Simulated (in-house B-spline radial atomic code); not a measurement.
Ionising W2+ with different functionals

Computed with a radial B-spline atomic code at the basis-set limit: scalar-relativistic (spin-free X2C) Hamiltonian, Fermi nucleus of rms radius 5.3658 fm, spin-polarised at highest spin, spherical fractional occupations for the functionals, the average over the highest-spin determinants for Hartree-Fock. The ionisation energy is the difference of two self-consistent energies, [Xe] 4f14 5d4 → [Xe] 4f14 5d3, without Breit or QED terms; ε is the level of the shell that loses the electron (its least bound occupied spin orbital). There is no spin-orbit coupling in this Hamiltonian.

Hybrids are left out here: with spherical fractional occupations of an open shell their exact exchange keeps a self-interaction that integer-occupation calculations don't have.

```json
{"method": "Hartree-Fock", "rung": "Hartree-Fock", "ΔSCF (eV)": "25.28", "-ε(5d) (eV)": "26.03"}
{"method": "LDA VWN5", "rung": "LDA", "ΔSCF (eV)": "26.59", "-ε(5d) (eV)": "21.11"}
{"method": "LDA PW92", "rung": "LDA", "ΔSCF (eV)": "26.58", "-ε(5d) (eV)": "21.10"}
{"method": "LDA exchange-only", "rung": "LDA", "ΔSCF (eV)": "25.53", "-ε(5d) (eV)": "20.13"}
{"method": "PBE", "rung": "GGA", "ΔSCF (eV)": "26.41", "-ε(5d) (eV)": "20.93"}
{"method": "PBEsol", "rung": "GGA", "ΔSCF (eV)": "26.44", "-ε(5d) (eV)": "20.96"}
{"method": "BLYP", "rung": "GGA", "ΔSCF (eV)": "26.15", "-ε(5d) (eV)": "20.66"}
{"method": "RPBE", "rung": "GGA", "ΔSCF (eV)": "26.35", "-ε(5d) (eV)": "20.87"}
{"method": "PW91", "rung": "GGA", "ΔSCF (eV)": "26.48", "-ε(5d) (eV)": "21.00"}
{"method": "BP86", "rung": "GGA", "ΔSCF (eV)": "26.48", "-ε(5d) (eV)": "21.01"}
{"method": "AM05", "rung": "GGA", "ΔSCF (eV)": "26.41", "-ε(5d) (eV)": "20.94"}
{"method": "OLYP", "rung": "GGA", "ΔSCF (eV)": "26.34", "-ε(5d) (eV)": "20.82"}
{"method": "TPSS", "rung": "meta-GGA", "ΔSCF (eV)": "26.32", "-ε(5d) (eV)": "20.84"}
{"method": "SCAN", "rung": "meta-GGA", "ΔSCF (eV)": "26.52", "-ε(5d) (eV)": "21.07"}
{"method": "r2SCAN", "rung": "meta-GGA", "ΔSCF (eV)": "26.54", "-ε(5d) (eV)": "21.09"}
{"method": "revTPSS", "rung": "meta-GGA", "ΔSCF (eV)": "26.31", "-ε(5d) (eV)": "20.83"}
```

How do they compare with the NIST value?

NIST lists 26.0 eV ± 0.4 (semi-empirical, ground level to ground level). Errors run from -0.72 to +0.59 eV; all lie within about twice that uncertainty, so the table can't rank the methods. Hartree-Fock also lacks correlation.
